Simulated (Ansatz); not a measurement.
Stepwise reaction of `[Cl][Ti]([Cl])([Br])[Br]` with hydrogen chloride, as a gas-phase model of exchange steps in deposition or etching. ΔE in kJ/mol; ΔG adds harmonic PBE0-D4 terms to CCSD(T)/CBS, at 1 bar.

Gas-phase electronic energies from Ansatz, PBE0-D4/def2-TZVP geometries. CBS: MP2 limit from def2 TZ/QZ plus the TZ coupled-cluster correction, frozen cores. This one scheme is used for every species. DFT in def2-TZVPP. B3LYP here is the variant with VWN-RPA as its local correlation; programs differ in this. For Br, Ti outer-core shells are correlated without core-valence functions, which leaves a few kJ/mol of doubt a bond. Scalar relativity is left out up to krypton.

```
step                                                             reaction  PBE-D4  B3LYP-D4  ωB97M-V  CCSD(T)/CBS  ΔG(600 K)
   1  `[Cl][Ti]([Cl])([Br])[Br]` + HCl → `[Cl][Ti]([Cl])([Cl])[Br]` + HBr     1.6       0.8     -0.9          5.7        6.2
```

Give the row of step 2, `[Cl][Ti]([Cl])([Cl])[Br]` + HCl → `[Cl][Ti]([Cl])([Cl])[Cl]` + HBr. (An estimate is asked.)

Computed: 
```json
{"step": "2", "reaction": "`[Cl][Ti]([Cl])([Cl])[Br]` + HCl → `[Cl][Ti]([Cl])([Cl])[Cl]` + HBr", "PBE-D4": "1.4", "B3LYP-D4": "0.7", "ωB97M-V": "-0.9", "CCSD(T)/CBS": "5.6", "ΔG(600 K)": "11.0"}
```

By hand: ΔE of the 2 steps together at CCSD(T)/CBS.

(5.7) + (5.6) = 11.3 kJ/mol, or 5.7 kJ/mol a step.

In ΔE the steps differ by no more than 0.1 kJ/mol. All are uphill at CCSD(T)/CBS. ΔG lies between 6.2 and 11.0 kJ/mol a step. PBE-D4 differs from CCSD(T)/CBS by -4.2 to -4.1 kJ/mol a step. Only this route is followed, and other bonds may react first. Isolated molecules leave out the surface, adducts and barriers. Largest T1 diagnostic: 0.025.
